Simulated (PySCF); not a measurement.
`CC(=O)c1ccccn1`, C$_{7}$H$_{7}$NO

Geometry:
| atom | x (Å) | y (Å) | z (Å) |
| --- | --- | --- | --- |
| C1 | -2.554 | 0.866 | 0.347 |
| C2 | -1.741 | -0.335 | -0.040 |
| O3 | -2.233 | -1.408 | -0.305 |
| C4 | -0.246 | -0.159 | -0.089 |
| C5 | 0.553 | -1.249 | -0.447 |
| C6 | 1.931 | -1.072 | -0.488 |
| C7 | 2.452 | 0.181 | -0.171 |
| C8 | 1.567 | 1.204 | 0.173 |
| N9 | 0.249 | 1.042 | 0.215 |
| H10 | -3.618 | 0.601 | 0.341 |
| H11 | -2.248 | 1.227 | 1.340 |
| H12 | -2.356 | 1.697 | -0.347 |
| H13 | 0.069 | -2.199 | -0.680 |
| H14 | 2.592 | -1.898 | -0.762 |
| H15 | 3.528 | 0.368 | -0.189 |
| H16 | 1.946 | 2.201 | 0.427 |

The calculation used PySCF 2.14.0, quadratic response CAM-B3LYP/aug-cc-pVDZ first hyperpolarisability, Taylor convention, gas phase. Geometry: PBE0-D3(BJ)/def2-SVP.

Give the tensor of the second harmonic β(−2ω;ω,ω) at 1064 nm in the axes of these coordinates.

In au, Taylor convention; rows are the first index (the induced dipole):
|  | xx | yy | zz | xy | xz | yz |
| --- | --- | --- | --- | --- | --- | --- |
| x | +269.2 | -42.6 | -42.7 | -1.1 | -23.6 | -0.5 |
| y | -4.0 | -38.2 | -15.0 | -40.2 | -0.2 | +0.6 |
| z | -24.2 | +0.6 | -4.3 | -0.4 | -40.5 | -14.7 |

Norm of βᵢ = ⅓ Σⱼ (βᵢⱼⱼ + βⱼᵢⱼ + βⱼⱼᵢ): 196.8 au, hyper-Rayleigh value 105.6 au.
